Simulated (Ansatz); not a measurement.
Ideal-gas functions of CH₅ClSSi, SMILES `S[SiH2]CCl` at 600 K and 1 bar, from an Ansatz frequency run at PBE0-D4/def2-TZVP.

Molar mass 112.66 g/mol, point group C1 (symmetry number 1), electronic degeneracy 1, moments of inertia 33.154, 430.467, 451.323 u Å². Harmonic wavenumbers (cm⁻¹, unscaled): 75, 113, 183, 213, 456, 516, 595, 682, 773, 786, 833, 851, 929, 1117, 1190, 1429, 2243, 2262, 2710, 3093, 3157.

Use S(trans) = R[1.5 ln M + 2.5 ln T − 1.1517]; rotational temperatures θ = 24.2544 K / I; S(rot) = R[ln(√π/σ · √(T³/θAθBθC)) + 1.5]; for each mode x = 1.438777 ν̃/T, S = R[x/(eˣ − 1) − ln(1 − e⁻ˣ)] and H = RT x/(eˣ − 1); 1 cm⁻¹ = 0.0119627 kJ/mol; R = 8.31446 J/(mol·K).

Problem. By hand: the entropy, in J/(mol·K).

Solution. Translation 182.3. Rotation: θ = 0.7316, 0.0563, 0.0537 K, giving 122.4. Vibration, mode by mode: 22.59, 19.20, 15.23, 13.99, 7.97, 7.05, 6.03, 5.09, 4.28, 4.18, 3.82, 3.69, 3.19, 2.23, 1.94, 1.23, 0.25, 0.24, 0.09, 0.04, 0.04, in all 122.4. Electronic 0.0. Sum 427.1 J/(mol·K).

Problem. By hand: H − E and G − E in kJ/mol, counted from the electronic energy.

Solution. Zero-point energy ½ × 24206 × 0.0119627 = 144.8; thermal vibration 36.8; translation, rotation and pV give 4 RT = 20.0. H − E = 201.6 kJ/mol, and G − E = 201.6 − 600 × 427.1/1000 = -54.7 kJ/mol.

Vibration gives 29 % of the entropy, 41.8 J/(mol·K) of it from the modes under 150 cm⁻¹: soft modes count most, and the harmonic formula is weakest for them. The sum counts one conformer and one mirror image; others add a mixing term.
